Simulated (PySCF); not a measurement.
The scaffold allyl-X carries different groups X. Gas-phase values, no solvent. One relaxed conformer stands for each flexible species; it need not be the lowest. Strings in code marks are SMILES.

Method: PBE-D3(BJ)/def2-TZVP // B3LYP-D3(BJ)/def2-TZVP (PySCF 2.14.0). Excitations are Tamm–Dancoff values on a coarser integration grid. The basis has no diffuse functions, so Rydberg states are missing or too high.

A: X = methylamino (`C=CCNC` (C–C–C–N torsion 123°, C–C–N–C torsion 179°))
B: X = siloxy (`C=CCO[SiH3]` (C–C–C–O torsion 0°, C–C–O–Si torsion -180°))
C: X = ethynyl (`C#CCC=C`)
D: X = ethyl (`C(C=C)CC` (C–C–C–C torsion -120°, C–C–C–C torsion 65°))
E: X = germyl (`[GeH3][CH2]C=C` (C–C–C–Ge torsion 106°))
F: X = isocyano (`[C-]#[N+]CC=C`)

A design calls for the lowest HOMO–LUMO gap in this set. Which member fits?

A (4.25 eV); next is E (5.14 eV).
